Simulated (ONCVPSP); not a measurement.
zirconium (Zr): variants of one ONCV potential

Base potential:

```
Element                 : Zr (Z = 40)
Generator               : ONCVPSP 4.0.1
Type                    : optimised norm-conserving Vanderbilt (ONCV)
Functional              : PBEsol
Relativity              : fully relativistic
Frozen core             : [Ar] 3d10
Valence charge          : 12
Reference configuration : 4s2 4p6 4d2 5s1 5p1
Partial waves           : 4s+5s: rc 2.15 bohr, ncon 4, nbas 8, qcut 5.1 1/bohr, 2 projectors; 4p+5p: rc 1.80 bohr, ncon 5, nbas 8, qcut 9.2 1/bohr, 2 projectors; 4d: rc 2.30 bohr, ncon 4, nbas 9, qcut 6.9 1/bohr, 1 projector
Local potential         : polynomial inside 1.70 bohr (lpopt 5, dvloc0 4 Ha)
Core correction         : none
```

Open shells are filled in proportion to 2j + 1.

All-electron outer shells of the reference configuration (PBEsol, scalar-relativistic, ld1.x):

```tsv
shell	level (eV)	outermost node (bohr)	outermost maximum (bohr)
3p	-318.62	0.18	0.40
3d	-175.94	–	0.35
4s	-55.70	0.55	1.08
4p	-33.66	0.56	1.17
5s	-5.18	1.46	3.11
4d	-4.66	0.58	1.59
5p	-2.05	1.69	4.05
```

Cutoffs, loose and tight: the cutoffs (Ha) at which the residual kinetic energy of the hardest occupied pseudo-wave falls to 1 and 0.1 mHa per electron. They do not see the model core or the augmentation charge, which bear on the density cutoff. Test errors are all-electron minus pseudo excitation energies from the reference, over the configurations 4s2 4p6 4d2 5s2 5p0; 4s2 4p6 4d2 5s1 5p0; 4s2 4p6 4d2 5s0 5p0; 4s2 4p6 4d2.5 5s1.5 5p0. A dash means not determined; rows that change the core or the reference have their own tests.

```csv
change,outcome,"cutoff, loose","cutoff, tight",bound ghosts,GHOST(+) flags above zero,largest test error (meV)
base,generated,26 Ha,32 Ha,none,none,-2.2
s: qcut 6.3; p: qcut 11.3; d: qcut 8.5,generated,34 Ha,40 Ha,none,none,-1.2
"reference 4s2 4p6 4d2 5s2; wave 4p+5p: rc 1.80 bohr, ncon 5, nbas 8, qcut 9.2 1/bohr, 2 projectors becomes 4p: rc 1.80 bohr, ncon 5, nbas 8, qcut 9.2 1/bohr, 2 projectors, debl 1.9 Ha",generated,26 Ha,32 Ha,none,none,-5.4
"core correction polynomial model core, fcfact 0.45",generated,26 Ha,32 Ha,none,none,-3.3
functional PBE,generated,26 Ha,32 Ha,none,none,-2.0
"d: ncon 3, nbas 8",generated,26 Ha,32 Ha,none,none,-2.2
"local potential polynomial inside 1.80 bohr (lpopt 2, dvloc0 4 Ha)",generated,26 Ha,32 Ha,none,none,-2.4
d: rc 2.48,generated,26 Ha,32 Ha,none,none,-2.2
"local potential polynomial inside 1.70 bohr (lpopt 5, dvloc0 6 Ha)",generated,26 Ha,32 Ha,none,none,-2.2
```

Problem. What comes out with this change to the base: all radii scaled by about 1.15 (s 2.46, p 2.06, d 2.64 bohr); local potential polynomial inside 1.94 bohr (lpopt 5, dvloc0 4 Ha)?

Solution. outcome: generated; cutoff, loose: 23 Ha; cutoff, tight: 29 Ha; bound ghosts: none; GHOST(+) flags above zero: none; largest test error (meV): -3.2.

Problem. What comes out with this change to the base: p: qcut 12.7?

Solution. outcome: failed: ERROR pspot: first pseudo wave function has node, program will stop. Cause: the optimised pseudo-wave of the first projector has a node, so the radial equation cannot be inverted for a potential.
